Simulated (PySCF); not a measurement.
Compound: C6H5ClFNO.
Atom-mapped SMILES: `[N:1]#[C:2][C@@H:3]1[C:4](=[O:5])[C@@H:6]([F:7])[C@@H:8]1[CH2:9][Cl:10]` (hydrogens: H11 on C3; H12 on C6; H13 on C8; H14, H15 on C9)

The calculation used PBE0-D3(BJ)/def2-SVP geometry optimisation, gas phase (PySCF).

Task: List the bond lengths, angles and torsions at this level.

Result: 
| bond | length (bohr) |
| --- | --- |
| N1≡C2 | 2.188 |
| C2–C3 | 2.739 |
| C3–C4 | 2.951 |
| C4=O5 | 2.241 |
| C4–C6 | 2.878 |
| C6–F7 | 2.546 |
| C6–C8 | 2.916 |
| C8–C9 | 2.845 |
| C9–Cl10 | 3.369 |
| C3–C8 | 2.949 |
| C3–H11 | 2.079 |
| C6–H12 | 2.094 |
| C8–H13 | 2.080 |
| C9–H14 | 2.076 |
| C9–H15 | 2.078 |

A selection of angles:
| angle | degrees |
| --- | --- |
| N1–C2–C3 | 177.5 |
| C2–C3–C4 | 113.9 |
| C2–C3–C8 | 114.8 |
| C4–C3–C8 | 85.8 |
| C3–C4–O5 | 133.2 |
| C3–C4–C6 | 90.3 |
| O5–C4–C6 | 135.6 |
| C4–C6–F7 | 119.1 |
| C4–C6–C8 | 87.7 |
| F7–C6–C8 | 118.8 |
| C6–C8–C9 | 118.4 |
| C3–C8–C6 | 89.6 |
| C3–C8–C9 | 119.5 |
| C8–C9–Cl10 | 110.5 |

Dihedral angles: C2–C3–C4–O5 93° (anticlinal); C3–C4–C6–F7 -141° (anticlinal); C4–C6–C8–C9 143° (anticlinal); C6–C8–C9–Cl10 -175° (antiperiplanar); C2–C3–C8–C6 96° (anticlinal).

Of the pairs four or more bonds apart, C2···H15 is among the closest relative to their van der Waals radii: 2.68 Å, 92 % of the sum of Bondi's values. The 6 C–C bonds span 1.449 Å (C2–C3, drawn single) to 1.561 Å (C3–C4, drawn single), a spread of 0.112 Å. The 4-membered ring C3–C4–C6–C8 has internal angles of 85.8° to 90.3° (sum 353°, against 360° for a flat polygon); it is puckered, 0.13 Å rms from its mean plane, widest ring torsion 19°.

Point group: C1 (no symmetry element, even within 0.4 Å). No PBE0-D3(BJ)/def2-SVP frequencies stand behind this structure, so it isn't proved a minimum. One conformer, not necessarily the lowest.

On an Intel Xeon Platinum 8175M at 2.50 GHz with one thread, no GPU, shared host with 32 logical CPUs at a one-minute load of 6.0, this took 3.2 min of wall time and 0.72 GiB of memory at its peak. That covers the optimisation of the geometry.
